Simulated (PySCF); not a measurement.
C2H6Mg, triplet, at a GFN2-xTB geometry (such geometries of metal compounds can be far from the true shape) (a higher spin typed on purpose: for a closed-shell molecule this is an excited state); B3LYP/aug-cc-pVDZ in PySCF.

Input for PySCF:
```python
from pyscf import gto, scf, dft

mol = gto.M(
    atom='''
Mg    0.006492    0.006596    0.009254
C     1.776502    0.275413   -1.453055
H     2.442280   -0.566723   -1.296536
H     2.249841    1.220078   -1.207203
H     1.353384    0.279702   -2.452066
C    -1.783744   -0.282771    1.442733
H    -2.267497   -1.208450    1.149181
H    -2.433159    0.575990    1.309535
H    -1.379303   -0.335604    2.447980
''',
    basis='aug-cc-pvdz',
    charge=0,
    spin=2,
    verbose=4,
)

mf = dft.UKS(mol)
mf.xc = 'b3lyp'
mf.kernel()
```

Q: Predict the main parts of the log of this PySCF run.

A: 
```
PySCF version 2.14.0

[INPUT] verbose = 4
[INPUT] num. atoms = 9
[INPUT] num. electrons = 30
[INPUT] charge = 0
[INPUT] spin (= nelec alpha-beta = 2S) = 2
[INPUT] symmetry False subgroup None
[INPUT] Mole.unit = angstrom
[INPUT] Symbol           X                Y                Z      unit          X                Y                Z       unit  Magmom
[INPUT]  1 Mg     0.006492000000   0.006596000000   0.009254000000 AA    0.012268102001   0.012464633518   0.017487525557 Bohr   0.0
[INPUT]  2 C      1.776502000000   0.275413000000  -1.453055000000 AA    3.357102239742   0.520455141145  -2.745875993930 Bohr   0.0
[INPUT]  3 H      2.442280000000  -0.566723000000  -1.296536000000 AA    4.615240319503  -1.070951258492  -2.450097950639 Bohr   0.0
[INPUT]  4 H      2.249841000000   1.220078000000  -1.207203000000 AA    4.251583313818   2.305613270607  -2.281283046753 Bohr   0.0
[INPUT]  5 H      1.353384000000   0.279702000000  -2.452066000000 AA    2.557525101368   0.528560176493  -4.633733179358 Bohr   0.0
[INPUT]  6 C     -1.783744000000  -0.282771000000   1.442733000000 AA   -3.370787636336  -0.534359745969   2.726370240872 Bohr   0.0
[INPUT]  7 H     -2.267497000000  -1.208450000000   1.149181000000 AA   -4.284948318273  -2.283639535231   2.171637357554 Bohr   0.0
[INPUT]  8 H     -2.433159000000   0.575990000000   1.309535000000 AA   -4.598004127521   1.088463350488   2.474662500532 Bohr   0.0
[INPUT]  9 H     -1.379303000000  -0.335604000000   2.447980000000 AA   -2.606504912791  -0.634199646309   4.626011758413 Bohr   0.0

nuclear repulsion = 74.5607812633227
number of shells = 54
number of NR pGTOs = 186
number of NR cGTOs = 127
basis = aug-cc-pvdz
ecp = {}

******** <class 'pyscf.dft.uks.UKS'> ********
method = UKS
initial guess = minao
damping factor = 0
level_shift factor = 0
DIIS = <class 'pyscf.scf.diis.CDIIS'>
diis_start_cycle = 1
diis_space = 8
diis_damp = 0
SCF conv_tol = 1e-09
SCF conv_tol_grad = None
SCF max_cycles = 50
direct_scf = True
direct_scf_tol = 1e-13
number electrons alpha = 16  beta = 14
XC library pyscf.dft.libxc version 7.1.2
    S. Lehtola, C. Steigemann, M. J. T. Oliveira, and M. A. L. Marques,  SoftwareX 7, 1–5 (2018)
XC functionals = b3lyp
    P. J. Stephens, F. J. Devlin, C. F. Chabalowski, and M. J. Frisch,  J. Phys. Chem. 98, 11623 (1994)
radial grids:
    Treutler-Ahlrichs [JCP 102, 346 (1995); DOI:10.1063/1.469408] (M4) radial grids

becke partition: Becke, JCP 88, 2547 (1988); DOI:10.1063/1.454033
pruning grids: <function nwchem_prune>
grids dens level: 3
symmetrized grids: False
atomic radii adjust function: <function treutler_atomic_radii_adjust>
small_rho_cutoff = 0
Set gradient conv threshold to 3.16228e-05
tot grids = 105664
init E= -279.651864064009

cycle= 1 E= -279.73767940175  delta_E= -0.0858  |g|= 0.272  |ddm|= 2.99

cycle= 2 E= -279.713079873436  delta_E= 0.0246  |g|= 0.346  |ddm|= 1.39

cycle= 3 E= -279.785285720741  delta_E= -0.0722  |g|= 0.0131  |ddm|= 0.634

cycle= 4 E= -279.78551374267  delta_E= -0.000228  |g|= 0.00644  |ddm|= 0.149

cycle= 5 E= -279.785560463288  delta_E= -4.67e-05  |g|= 0.0019  |ddm|= 0.0481

cycle= 6 E= -279.785565476375  delta_E= -5.01e-06  |g|= 0.000385  |ddm|= 0.00779

cycle= 7 E= -279.785565706262  delta_E= -2.3e-07  |g|= 9.75e-05  |ddm|= 0.00273

cycle= 8 E= -279.785565690157  delta_E= 1.61e-08  |g|= 0.000189  |ddm|= 0.000639

cycle= 9 E= -279.785565719257  delta_E= -2.91e-08  |g|= 1.72e-05  |ddm|= 0.000399

cycle= 10 E= -279.785565719635  delta_E= -3.78e-10  |g|= 4.66e-06  |ddm|= 8.16e-05

Extra cycle  E= -279.785565719671  delta_E= -3.55e-11  |g|= 4.56e-06  |ddm|= 3.43e-05
converged SCF energy = -279.785565719671  <S^2> = 2.0077105  2S+1 = 3.0051359
```
